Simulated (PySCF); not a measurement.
trifluoro(fluorosilyl)silane (F4H2Si2), SMILES F[SiH2][Si](F)(F)F. Atoms are numbered in the order given.

```xyz
8

Si     0.6037    -1.4920     0.0000
F     -0.7619    -2.3795     0.0000
Si    -0.0167     0.7432     0.0000
F     -0.8821     1.1392     1.2969
F     -0.8821     1.1392    -1.2969
F      1.3042     1.6656     0.0000
H      1.3889    -1.7984     1.2225
H      1.3889    -1.7984    -1.2225
```
Charge 0, spin multiplicity 1.

Coordinates come from a ωB97X-D3(BJ)/def2-SVP optimisation. Other conformers were not sampled.

The numbers are results of TDDFT-LC-ωPBE/def2-SVPD (PySCF), not measurements.

Vertical excitations. Gas-phase values at a fixed geometry. State labels are in the subgroup Cs.

```csv
state,symmetry,energy (eV),λ (nm),f,main pairs
S1,A',7.13,174,0.025,HOMO→LUMO 95 %
S2,A",7.93,156,0.002,HOMO−1→LUMO 94 %
S3,A",8.26,150,0.090,HOMO→LUMO+1 91 %
S4,A',9.34,133,0.300,HOMO→LUMO+2 88 %
S5,A',9.62,129,0.025,"HOMO−1→LUMO+1 63 %, HOMO→LUMO+3 18 %, HOMO→LUMO+4 12 %"
S6,A',9.85,126,0.359,"HOMO→LUMO+3 35 %, HOMO−1→LUMO+1 28 %, HOMO→LUMO+4 26 %"
S7,A",10.15,122,0.023,"HOMO−1→LUMO+2 49 %, HOMO−1→LUMO+3 38 %"
S8,A",10.31,120,0.270,"HOMO−1→LUMO+4 38 %, HOMO−1→LUMO+2 24 %, HOMO−1→LUMO+3 21 %"
S9,A',10.60,117,0.098,"HOMO−5→LUMO 35 %, HOMO→LUMO+6 24 %, HOMO→LUMO+5 18 %"
S10,A",10.87,114,0.004,"HOMO−2→LUMO 70 %, HOMO−6→LUMO 13 %"
T1,A',6.06,205,0,HOMO→LUMO 90 %
T2,A",6.78,183,0,HOMO→LUMO+1 91 %
T3,A",7.33,169,0,HOMO−1→LUMO 90 %
T4,A',8.18,151,0,"HOMO→LUMO+2 30 %, HOMO−1→LUMO+1 24 %, HOMO→LUMO+3 15 %, HOMO→LUMO+10 9 %"
```
Triplets are in the Tamm–Dancoff approximation, which puts them higher than full response would, so one can lie above its singlet here.
